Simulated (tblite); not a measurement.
Species: C3H9AlO2.
SMILES with atom numbers: `[CH3:1][O+:2]([AlH3-:3])[CH2:4][CH:5]=[O:6]` (hydrogens: H7, H8, H9 on C1; H10, H11, H12 on Al3; H13, H14 on C4; H15 on C5)
Bond orders are those of one Lewis drawing.

Computed with GFN2-xTB (tblite), gas phase: L-BFGS steps from a force-field or distance-geometry start until the largest atomic force falls under 0.01 eV/Å.

Step 63: E = -549.9691 eV
```
atom  x, y, z in Å  |  force x, y, z in eV/Å
C1     -1.0931   -1.0081   -0.5417    0.007   0.016  -0.015
O2     -0.3569    0.0289    0.0811    0.007   0.027  -0.028
Al3    -0.9590    1.2015    1.4362   -0.011   0.002  -0.006
C4      0.8528    0.3831   -0.5420    0.008  -0.011   0.012
C5      1.9166   -0.6873   -0.5171   -0.026   0.063   0.016
O6      1.7869   -1.7971   -0.0964   -0.001  -0.019   0.015
H7     -2.0418   -1.0442   -0.0100   -0.036  -0.044   0.010
H8     -1.2693   -0.7720   -1.5939   -0.022   0.007  -0.021
H9     -0.5782   -1.9650   -0.4542    0.019  -0.016   0.013
H10     0.4192    1.3951    2.1826    0.012  -0.015   0.004
H11    -2.0563    0.2537    2.0416    0.003   0.012  -0.008
H12    -1.4042    2.3986    0.5041    0.022   0.002   0.009
H13     1.2198    1.2505    0.0229   -0.005   0.002  -0.012
H14     0.6918    0.6949   -1.5850   -0.027  -0.006   0.031
H15     2.8675   -0.3248   -0.9500    0.050  -0.020  -0.020
```

Step 64: E = -549.9697 eV
```
atom  x, y, z in Å  |  force x, y, z in eV/Å
C1     -1.0960   -1.0096   -0.5433    0.018   0.011  -0.018
O2     -0.3585    0.0266    0.0801   -0.007   0.033  -0.040
Al3    -0.9556    1.2019    1.4387   -0.010  -0.006  -0.019
C4      0.8500    0.3828   -0.5447   -0.001  -0.022   0.016
C5      1.9175   -0.6837   -0.5146   -0.023   0.067   0.034
O6      1.7911   -1.7929   -0.0917   -0.007  -0.027   0.014
H7     -2.0433   -1.0497   -0.0087   -0.017  -0.042   0.004
H8     -1.2755   -0.7729   -1.5951   -0.025   0.022  -0.010
H9     -0.5778   -1.9653   -0.4621    0.014  -0.022   0.027
H10     0.4191    1.3869    2.1920    0.020  -0.012  -0.002
H11    -2.0576    0.2596    2.0435   -0.001   0.012  -0.015
H12    -1.3893    2.4010    0.5020    0.022  -0.001   0.016
H13     1.2133    1.2543    0.0159   -0.005   0.004  -0.014
H14     0.6900    0.6867   -1.5902   -0.038   0.004   0.036
H15     2.8683   -0.3177   -0.9437    0.059  -0.020  -0.028
```

**Question.** Estimate the geometry and energy of step 65. (The exact step hangs on the optimiser's Hessian estimate; all steps are aligned on step 64, rigid shifts and turns removed.)

**Answer.** E = -549.9705 eV, largest force 0.069 eV/Å
```
atom  x, y, z in Å  |  force x, y, z in eV/Å
C1     -1.0993   -1.0117   -0.5460    0.025  -0.006  -0.017
O2     -0.3610    0.0241    0.0782   -0.034   0.031  -0.042
Al3    -0.9508    1.2021    1.4416   -0.004  -0.013  -0.031
C4      0.8465    0.3825   -0.5475   -0.016  -0.027   0.019
C5      1.9182   -0.6786   -0.5107   -0.003   0.050   0.047
O6      1.7960   -1.7862   -0.0821   -0.008  -0.023   0.008
H7     -2.0445   -1.0597   -0.0060    0.020  -0.032  -0.013
H8     -1.2850   -0.7734   -1.5970   -0.026   0.038   0.012
H9     -0.5755   -1.9656   -0.4739    0.005  -0.018   0.039
H10     0.4193    1.3767    2.2042    0.026  -0.013  -0.010
H11    -2.0607    0.2684    2.0446   -0.007   0.011  -0.022
H12    -1.3685    2.4035    0.4993    0.021  -0.001   0.023
H13     1.2054    1.2587    0.0082   -0.004   0.011  -0.013
H14     0.6870    0.6778   -1.5953   -0.046   0.017   0.028
H15     2.8686   -0.3104   -0.9396    0.052  -0.023  -0.027
```

The energy changes by -0.0008 eV. The first-order estimate −F·Δx gives -0.0011 eV and the mean of the old and new forces, exact on a quadratic surface, -0.0008 eV. The step makes an angle of 81° with the force vector and moves no atom by more than 0.021 Å.

The cost below is that of the whole relaxation. Time: 1.0 s wall. Hardware: an Arm Neoverse N1 with one thread, no GPU, on a shared host.
